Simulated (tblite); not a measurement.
Species: C5H12OSi.
SMILES with atom numbers: `[CH2:1]=[CH:2][O:3][SiH2:4][CH:5]([CH3:6])[CH3:7]` (hydrogens: H8, H9 on C1; H10 on C2; H11, H12 on Si4; H13 on C5; H14, H15, H16 on C6; H17, H18, H19 on C7)

Computed with GFN2-xTB (tblite), gas phase: Langevin dynamics at 300 K from the optimised GFN2-xTB geometry, time step 0.5 fs, friction 0.01 fs⁻¹, 2000 steps.

Start geometry:
```
atom  x, y, z in Å
C1      3.678   -0.656    0.457
C2      2.766    0.216    0.064
O3      1.451   -0.072    0.052
Si4     0.175    0.835   -0.397
C5     -1.307   -0.311   -0.089
C6     -2.594    0.362   -0.551
C7     -1.423   -0.720    1.378
H8      4.721   -0.402    0.458
H9      3.400   -1.641    0.785
H10     3.030    1.213   -0.270
H11     0.105    2.057    0.414
H12     0.291    1.219   -1.809
H13    -1.178   -1.226   -0.679
H14    -3.450   -0.296   -0.404
H15    -2.539    0.621   -1.606
H16    -2.769    1.276    0.012
H17    -0.514   -1.212    1.713
H18    -1.594    0.153    2.005
H19    -2.258   -1.407    1.520
```

The statistics below take the 31 frames saved every 25 fs from 250 to 1000 fs; their kinetic temperature (all 3N coordinates) averages 311 K.

**Question.** How do the bond lengths spread?

**Answer.** 
| bond | start (Å) | mean (Å) | standard deviation (Å) | shortest (Å) | longest (Å) |
| --- | --- | --- | --- | --- | --- |
| C1=C2 | 1.321 | 1.325 | 0.018 | 1.295 | 1.364 |
| C2–O3 | 1.347 | 1.353 | 0.029 | 1.300 | 1.448 |
| O3–Si4 | 1.628 | 1.633 | 0.032 | 1.574 | 1.687 |
| Si4–C5 | 1.898 | 1.911 | 0.033 | 1.849 | 1.980 |
| C5–C6 | 1.524 | 1.539 | 0.029 | 1.487 | 1.616 |
| C5–C7 | 1.528 | 1.528 | 0.034 | 1.465 | 1.600 |
| C1–H8 | 1.073 | 1.078 | 0.019 | 1.035 | 1.113 |
| C1–H9 | 1.075 | 1.081 | 0.036 | 1.021 | 1.172 |
| C2–H10 | 1.084 | 1.092 | 0.045 | 1.004 | 1.208 |
| Si4–H11 | 1.468 | 1.474 | 0.031 | 1.417 | 1.551 |
| Si4–H12 | 1.468 | 1.473 | 0.030 | 1.393 | 1.527 |
| C5–H13 | 1.095 | 1.101 | 0.028 | 1.051 | 1.167 |
| C6–H14 | 1.089 | 1.097 | 0.031 | 1.041 | 1.153 |
| C6–H15 | 1.087 | 1.091 | 0.036 | 1.033 | 1.173 |
| C6–H16 | 1.088 | 1.090 | 0.029 | 1.040 | 1.155 |
| C7–H17 | 1.087 | 1.091 | 0.022 | 1.031 | 1.144 |
| C7–H18 | 1.088 | 1.090 | 0.027 | 1.005 | 1.142 |
| C7–H19 | 1.090 | 1.092 | 0.028 | 1.028 | 1.153 |

**Question.** Give the same statistics for bond angles, one of each kind among heavy atoms.

**Answer.** 
```
    angle  start (°)  mean (°)  standard deviation (°)  smallest (°)  largest (°)
 C1–C2–O3      122.4     122.8                     3.0         117.3        130.1
C2–O3–Si4      130.4     130.9                     4.6         119.2        137.2
O3–Si4–C5      103.3     106.5                     5.0          98.1        119.5
Si4–C5–C6      110.1     110.0                     2.4         104.2        115.4
Si4–C5–C7      112.1     112.6                     4.5         105.8        123.4
 C6–C5–C7      110.2     110.4                     2.2         106.2        114.1
```

**Question.** How far does each atom move about its mean position (frames aligned on the start, all atoms weighted alike), and what rms force does it feel?

**Answer.** 
```
atom  rms displacement (Å)  rms force (eV/Å)
  C1                  0.21              1.79
  C2                  0.29              1.91
  O3                  0.26              1.39
 Si4                  0.29              1.58
  C5                  0.10              1.44
  C6                  0.12              2.06
  C7                  0.14              1.76
  H8                  0.43              0.85
  H9                  0.81              1.24
 H10                  0.95              1.48
 H11                  0.45              0.58
 H12                  0.46              0.61
 H13                  0.24              0.93
 H14                  0.32              1.08
 H15                  0.28              1.20
 H16                  0.31              0.98
 H17                  0.35              0.86
 H18                  0.36              0.99
 H19                  0.36              0.99
```

The displacements run from 0.10 to 0.95 Å, the largest at H10.

**Question.** How widely does the potential energy scatter, against a harmonic estimate?

**Answer.** Mean 0.65 eV above the start, standard deviation 0.106 eV, range 0.47 to 0.88 eV. For 51 classical harmonic modes at 300 K the canonical values are 51kT/2 = 0.66 eV and kT·√(51/2) = 0.131 eV.

The run is classical and short, so these are rough statistics of one trajectory.

The cost below is that of the whole dynamics run. Time: 12 s; peak memory 0.18 GiB. Hardware: one thread of an Arm Neoverse V2 (shared host).
